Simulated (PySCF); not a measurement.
## Radial density of V²⁺ (vanadium, charge +2)

M06, [Ar] 3d2 4s1, high-spin 4F determinant (an excited configuration). All numbers are calculated (PySCF 2.14, the spin-free X2C one-electron Hamiltonian (Gaussian nucleus), in aug-cc-pVTZ-DK (8s7p5d3f2g, 93 functions)).

```
r (bohr)  4πr²ρ (e/bohr)  4πr²(ρα − ρβ)
 0.00118          0.1899         0.0001
 0.00199          0.4840         0.0004
 0.00335           1.208         0.0009
 0.00563           2.906         0.0022
 0.00947           6.574         0.0049
  0.0159           13.32         0.0096
  0.0268           22.34         0.0148
  0.0450           27.49         0.0136
  0.0758           23.03         0.0047
   0.127           22.14         0.0320
   0.214           29.85         0.1449
   0.361           16.59         0.4834
   0.607           9.553         1.4408
    1.02           9.854         1.5322
    1.72           2.230         0.8990
    2.89          0.5030         0.4857
    4.85         0.03491         0.0349
    8.17       0.0002506         0.0003
    13.7       1.271e-05         0.0000
```

Densities and radii are taken from the X2C orbitals without a picture-change correction, which distorts them close to the nucleus.
